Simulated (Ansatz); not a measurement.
`C[O][Al]([F])[SH]`. Charge 0, multiplicity 1.

```xyz
9

C    -0.258   -0.357   -1.399
O    -0.490    0.632   -0.441
Al   -0.139    0.943    1.159
F    -0.683    2.338    1.825
S     1.002   -0.387    2.434
H     0.356   -1.182   -1.015
H     0.257    0.073   -2.263
H    -1.209   -0.776   -1.743
H     1.164   -1.284    1.444
```

**Question.** Give the diagnostics of a CCSD(T)/def2-TZVPP run (frozen core, the Gaussian-basis code of Ansatz). (Estimate.)

**Answer.** Ansatz gave: T1 = 0.0121, largest single amplitude 0.021, largest double 0.029, (T) share of the correlation energy 3.5 %, 9 CCSD cycles. The RHF solution is stable towards an unrestricted one. T1 lies under the customary mark of 0.02 for closed shells.
